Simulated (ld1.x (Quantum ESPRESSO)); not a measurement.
# Building the PAW potential for titanium (Ti) (PBE, scalar-relativistic).

titanium (Ti), PAW, made with ld1.x (Quantum ESPRESSO) 7.5 (PBE, scalar-relativistic). Core [Ne], reference 3s2 3p6 3d2 4s1 4p0 (charge +1). Waves: 3s (bound): rcut 1.70, rcutus 1.85 bohr; 4s (bound): rcut 1.70, rcutus 1.85 bohr; 3p (bound): rcut 1.70, rcutus 1.85 bohr; 4p (bound, empty): rcut 1.70, rcutus 1.85 bohr; 3d (bound): rcut 1.00, rcutus 1.35 bohr; 3d channel at -0.25 Ry: rcut 1.00, rcutus 1.35 bohr; 4f channel at 0.4 Ry: rcut 1.55, rcutus 1.65 bohr. Local part: all-electron potential smoothed inside 1.65 bohr (lloc = -1). Core correction: a·sin(br)/r model core, default radius (core density twice the valence density). Augmentation charge: PSQ, inside the norm-conserving radii.

Poles of the logarithmic derivatives, all-electron (AE) and pseudo (PS). s: poles at -4.9 (AE) and -4.9 (PS) Ry. p: poles at -3.0 (AE) and -3.0, 4.0 (PS) Ry. d: poles at -0.0 (AE) and -0.0 (PS) Ry. f: poles at no energy (AE) and no energy (PS) Ry. Test radius 1.99 bohr.

- Cutoffs needed: 50 Ry and 80 Ry (the cutoffs (Ry, on a coarse ladder) from which the occupation-weighted sum of valence levels, in a spherical-Bessel basis at the reference potential, stays within 10 and 1 mRy of its value at 400 Ry)
- Ghost test: no extra level below or beside the all-electron valence levels (s, p, d, f tested) (spherical-Bessel basis up to 400 Ry, 20 bohr box)
- Largest excitation error: -19 meV (all-electron minus pseudo) for 3s2 3p5 3d2 4s2 4p0, out of 7 test configurations
- Lowest eigenvalue of the overlap operator: 0.01 (s channel)
- Density cutoff estimated by the generator: 539 Ry
